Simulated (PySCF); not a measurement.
# C5H10O2: calculation and literature

Structure with atom numbers: `[CH3:1][O:2][C:3](=[O:4])[CH:5]([CH3:6])[CH3:7]` (H(Xn): hydrogen on atom n).

How the numbers were obtained: geometry: PBE0-D3(BJ)/def2-SVP, GIAO PBE0/pcSseg-1 shieldings, in PySCF (relativity neglected, equivalent nuclei averaged, a single conformation, isolated molecule).

Reference values: measured (liquid, neat, 295 K; 17O NMR survey of organic solvents and oxofluorinated compounds, PMC5915748).
| atoms | quantity | reference | computed | computed, scaled |
| --- | --- | --- | --- | --- |
| O4 | δ ¹⁷O vs D2O (external) | 353.2 | – | 355.8 |
| O2 | δ ¹⁷O vs D2O (external) | 134.2 | – | 130.0 |

Reference values: measured (solution, not stated per compound (mostly CDCl3 or CCl4); Pretsch, Buehlmann, Badertscher, Structure Determination of Organic Compounds, 4th ed. (2009)).
```csv
atoms,quantity,reference,computed,"computed, scaled"
C5,δ ¹³C,34.1,35.2,33.3
C6/C7,δ ¹³C,19.1,20.2,18.9
H(C5),δ ¹H,2.56,2.21,2.30
H(C6)/H(C7),δ ¹H,1.17,1.12,1.26
```

Computed shifts are σ(ref) − σ with the named reference compound (TMS for H and C) calculated as an isolated molecule at the same level. The measured values may be among those fitted. Empirical linear scaling, fitted to shifts measured mostly in CDCl3 for H and C (δ vs TMS): ¹³C (scatter 1.9 ppm rms, 2.3 ppm with the 23 outliers that the fit left out); ¹H (scatter 0.21 ppm rms, 0.22 ppm with the 3 outliers that the fit left out); ¹⁷O (scatter 13.5 ppm rms, 14.3 ppm with the 1 outlier that the fit left out vs liquid water, solution or neat liquid). A few per cent of atoms miss by over 2 rms, more outside the fitted compound classes.

**Question.** How far are the unscaled ¹³C shifts from the references?

**Answer.** Mean signed difference +1.10 ppm, mean absolute 1.10 ppm over 2 comparisons; the largest is +1.1 ppm at C5 (sp3 CH α to a carbonyl).

**Question.** How far are the unscaled ¹H shifts from the references?

**Answer.** Mean signed difference -0.20 ppm, mean absolute 0.20 ppm over 2 comparisons; the largest is -0.35 ppm at H(C5) (hydrogen on an sp3 CH α to a carbonyl).
